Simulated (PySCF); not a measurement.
## Calculated data, AlB$_{3}$H$_{6}$, F$_{3}$HSi

Computed with PySCF 2.14.0. Calculation on a computer-drawn molecule: optimised geometry and harmonic frequencies of an isolated molecule of the commonest isotopes, restricted reference for singlets and unrestricted otherwise, frozen core in MP2.

Common to all runs: charge 0; multiplicity 1; method HF; basis cc-pV(D+d)Z.

```yaml
- entry: 1
  formula: AlB3H6
  start_structure:
    atoms_angstrom:
      - [B, -1.5349, -1.4101, 1.7038]
      - [B, -0.6182, -0.5719, 0.8303]
      - [B, 0.329, 0.0303, -0.3292]
      - [Al, 0.2069, 1.3129, 1.5425]
      - [H, -2.694, -1.3058, 1.7015]
      - [H, -1.1497, -2.2804, 2.4343]
      - [H, 1.4291, -0.1872, -0.4429]
      - [H, -0.1308, 0.8382, -1.131]
      - [H, 1.4592, 1.4558, 2.5245]
      - [H, -0.5323, 2.6665, 1.5678]
  given:
    drawn_bonds_atom: [1, 2, 2, 1, 1, 3, 3, 4, 4]
    drawn_bonds_other_atom: [2, 3, 4, 5, 6, 7, 8, 9, 10]
    drawn_bonds_order: [1, 1, 1, 1, 1, 1, 1, 1, 1]
  results:
    optimised_atom_element: [B, B, B, Al, H, H, H, H, H, H]
    "optimised_atom_x [angstrom]": [-1.392, -0.3917, 0.2652, 0.1307, -2.588, -0.9529, 1.34, -0.294, 1.414, -0.7664]
    "optimised_atom_y [angstrom]": [-1.252, -0.1671, -0.2185, 1.554, -1.147, -2.154, -0.724, 0.2834, 1.519, 2.856]
    "optimised_atom_z [angstrom]": [1.617, 0.8874, -0.6213, 2.069, 1.536, 2.282, -0.8142, -1.561, 2.994, 2.013]
    "modes_frequency [cm^-1]": [130.1, 133.8, 161.6, 199.6, 327.7, 440.4, 449.8, 496.9, 551.1, 599.5, 787.9, 803.4, 829.2, 964.6, 1036, 1090, 1253, 1264, 1980, 1982, 2647, 2656, 2719, 2722]
    "modes_reduced_mass [dalton]": [3.319, 3.021, 1.032, 1.68, 1.025, 1.028, 5.499, 1.173, 1.207, 1.172, 1.97, 3.861, 1.079, 1.418, 1.491, 2.549, 1.21, 1.485, 1.024, 1.06, 1.054, 1.056, 1.121, 1.122]
    "rotational_constants [GHz]": [6.861, 3.735, 2.62]
    "total_energy [hartree]": -319.3848
    "convergence_status_largest_gradient_component [hartree/bohr]": 3.156e-05
- entry: 2
  formula: F3HSi
  start_structure:
    atoms_angstrom:
      - [F, -0.5467, 0.3183, -1.1298]
      - [Si, 0.9703, 0.6851, -1.157]
      - [F, 1.5357, 0.5896, -2.5871]
      - [F, 1.0989, 2.2307, -0.7711]
      - [H, 1.738, -0.1572, -0.2026]
  given:
    drawn_bonds_atom: [1, 2, 2, 2]
    drawn_bonds_other_atom: [2, 3, 4, 5]
    drawn_bonds_order: [1, 1, 1, 1]
  results:
    optimised_atom_element: [F, Si, F, F, H]
    "optimised_atom_x [angstrom]": [-0.5504, 0.9848, 1.534, 1.098, 1.729]
    "optimised_atom_y [angstrom]": [0.3115, 0.7047, 0.5492, 2.232, -0.1309]
    "optimised_atom_z [angstrom]": [-1.142, -1.138, -2.616, -0.7313, -0.2199]
    "modes_frequency [cm^-1]": [307.2, 307.2, 429.8, 861.0, 891.4, 891.4, 1021, 1021, 2494]
    "modes_reduced_mass [dalton]": [14.58, 14.58, 16.83, 17.52, 1.218, 1.218, 6.969, 6.971, 1.043]
    "rotational_constants [GHz]": [7.041, 7.041, 4.046]
    "total_energy [hartree]": -588.0363
    "convergence_status_largest_gradient_component [hartree/bohr]": 6.88e-06
```
